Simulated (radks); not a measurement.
Charge is removed step by step from the 5d level of Gd2+, starting from [Xe] 4f7 5d1. Calculated with a radial shooting solver on a logarithmic mesh with Libxc functionals: non-relativistic Kohn-Sham, PBE, spin-unpolarised, spherical densities, point nucleus; relativity is left out, which matters for an element this heavy.

removed (e) = 0: E - E(0) (eV) 0.000; eigenvalue (eV) -15.648; E minus straight line (eV) 0.000
removed (e) = 0.125: E - E(0) (eV) 2.028; eigenvalue (eV) -16.797; E minus straight line (eV) -0.523
removed (e) = 0.25: E - E(0) (eV) 4.200; eigenvalue (eV) -17.965; E minus straight line (eV) -0.901
removed (e) = 0.375: E - E(0) (eV) 6.520; eigenvalue (eV) -19.153; E minus straight line (eV) -1.132
removed (e) = 0.5: E - E(0) (eV) 8.989; eigenvalue (eV) -20.359; E minus straight line (eV) -1.213
removed (e) = 0.625: E - E(0) (eV) 11.610; eigenvalue (eV) -21.582; E minus straight line (eV) -1.143
removed (e) = 0.75: E - E(0) (eV) 14.385; eigenvalue (eV) -22.821; E minus straight line (eV) -0.918
removed (e) = 0.875: E - E(0) (eV) 17.316; eigenvalue (eV) -24.076; E minus straight line (eV) -0.538
removed (e) = 1: E - E(0) (eV) 20.405; eigenvalue (eV) -25.345; E minus straight line (eV) 0.000

Removing the whole electron costs 20.405 eV by Delta-SCF, against 15.648 eV from minus the eigenvalue at the starting occupation. Slater's transition state (half an electron removed) gives 20.359 eV. Integrating minus the eigenvalue over the occupation (Janak's theorem) gives 20.405 eV. The mean slope of the eigenvalue, de/dn, is 9.70 eV per electron. Ionisation energy of Gd2+ in the NIST Atomic Spectra Database: 20.54 eV (semi-empirical).

Beside tabulated values, note that spin-unpolarised runs miss the spin-polarisation part of the exchange energy of open shells.
